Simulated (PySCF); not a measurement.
A GIAO shielding run with PySCF 2.14 (density fitting, non-relativistic, gas phase) on SMILES C1=C[C@@H](C2CCC2)NC1, C8H13N:

```
{"job": {"kind": "nmr", "xc": "PBE0", "basis": "pcSseg-1"}, "charge": 0, "multiplicity": 1}
C     -2.316007    -1.247957    -0.543561
C     -1.469403    -1.311293     0.484756
C     -0.798992     0.019037     0.712769
C      0.722677    -0.073647     0.773731
C      1.452272    -0.532745    -0.510932
C      2.279316     0.771684    -0.509230
C      1.507569     1.262118     0.735859
N     -1.296073     0.860265    -0.380761
C     -2.337365     0.142749    -1.112357
H     -2.951272    -2.059763    -0.904337
H     -1.287577    -2.184635     1.114556
H     -1.131439     0.430422     1.690434
H      0.985077    -0.687627     1.649518
H      2.033438    -1.460224    -0.408164
H      0.784946    -0.657371    -1.378382
H      2.164446     1.399333    -1.406364
H      3.356617     0.624240    -0.345380
H      2.125628     1.460722     1.623306
H      0.871960     2.143949     0.565809
H     -0.539295     1.112686    -1.006617
H     -2.159876     0.159307    -2.202921
H     -3.335958     0.603058    -0.964215
```

Hardware: 1 thread of an Arm Neoverse N1, shared host. The job also computes population analyses, field gradients, ring-centre shieldings.

Problem. How large is the calculation?

Solution. 68 electrons, 218 basis functions and 1118 auxiliary functions.

Problem. How long does it take?

Solution. 75 s of wall time, with 14 SCF cycles and 4 response iterations. Times on a shared host scatter by some tens of per cent.

Problem. And these other runs on the same molecule and hardware: GIAO shielding at wB97X-D/pcSseg-1?

Solution. wB97X-D/pcSseg-1: 218 functions, 89 s.
